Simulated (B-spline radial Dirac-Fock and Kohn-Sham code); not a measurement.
# P⁺ 3p1/2: cross section and angular parameters

System: the P⁺ ion in the configuration 1s2 2s2 2p6 3s2 3p2; threshold 17.36 eV (orbital energy of the model). These are calculated numbers from a radial atomic solver; the model is Dirac-Hartree-Slater photoionisation with a Latter tail; cross sections with all multipoles, angular parameters from the dipole term and its interference with E2.

For linearly polarised light dσ/dΩ = σ/(4π) [1 + β P₂(cos θ) + (δ + γ cos²θ) sin θ cos φ], with θ from the polarisation vector and φ the angle between the beam and the projection of the electron momentum on the plane normal to the polarisation.

```
hν (eV)    σ (kb)      β       γ       δ
   59.6       139  1.147  -0.014  -0.004
     60       138  1.155  -0.014  -0.004
   68.2       129  1.283  -0.020  -0.002
     80       112  1.403  -0.021   0.000
   87.4       102  1.454  -0.019   0.001
    124      60.4  1.579   0.003   0.004
    231      17.9  1.608   0.085   0.008
    521      2.65  1.458   0.266   0.017
    800     0.827  1.317   0.389   0.028
   1060     0.366  1.205   0.472   0.038
   1160     0.280  1.167   0.498   0.043
 1253.6     0.221  1.134   0.521   0.046
   1730    0.0814  0.989   0.613   0.067
   2000    0.0512  0.922   0.653   0.078
   2170    0.0393  0.885   0.676   0.085
   2580         ?      ?       ?       ?
   3030    0.0129  0.735   0.763   0.118
   3080    0.0122  0.728   0.767   0.120
   3230    0.0104  0.707   0.779   0.125
   3720   0.00641  0.647   0.815   0.143
   4000   0.00498  0.618   0.833   0.152
   4420   0.00351  0.578   0.858   0.166
   5180   0.00200  0.518   0.897   0.190
   7650  0.000486  0.389   1.001   0.258
 8047.8  0.000403  0.375   1.015   0.268
   8070  0.000399  0.374   1.016   0.268
   8990  0.000267  0.343   1.048   0.290
  10800  0.000134  0.295   1.107   0.330
  13200  6.28e-05  0.246   1.176   0.377
  15000  3.85e-05  0.217   1.221   0.410
```

Question: Give the values at 2580 eV.

Answer: σ = 0.0222 kb, β = 0.806, γ = 0.721, δ = 0.101.
